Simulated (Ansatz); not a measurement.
`[F][GeH2][CH2][SiH3]`, relaxed with RKS PBE0-D4/def2-TZVP in Ansatz from a PBE-D4/def2-SVP geometry. The force threshold is 0.005 eV/Å; the program also tests the step.

Charge 0, multiplicity 1.

Start:

```xyz
11

F    -2.420   -0.460    0.233
Ge   -0.970   -0.454    1.242
C     0.563   -0.597    0.030
Si    0.704    0.824   -1.217
H    -0.985    0.897    2.007
H    -1.101   -1.674    2.194
H     1.479   -0.628    0.659
H     0.493   -1.570   -0.499
H    -0.514    0.882   -2.094
H     0.825    2.128   -0.472
H     1.924    0.652   -2.083
```

Problem. By how much does the energy fall, and how many steps does the optimiser take? (Estimate.)

Solution. Computed: 4.03 kJ/mol, in 14 steps.

Problem. Which bonds change most? (Best estimate.)

Solution. The calculation gave: Ge2–C3 from 1.959 to 1.940 Å; Si4–H9 from 1.502 to 1.483 Å; Si4–H10 from 1.506 to 1.487 Å; C3–Si4 from 1.896 to 1.878 Å.

Problem. Give the relaxed structure. (An estimate is asked.)

Solution. Computed: 
```xyz
11

F    -2.289    0.022    0.282
Ge   -0.919   -0.441    1.267
C     0.593   -0.578    0.060
Si    0.635    0.764   -1.252
H    -0.749    0.688    2.296
H    -1.323   -1.771    1.923
H     1.505   -0.520    0.662
H     0.579   -1.561   -0.419
H    -0.442    0.554   -2.250
H     0.462    2.098   -0.617
H     1.948    0.743   -1.951
```
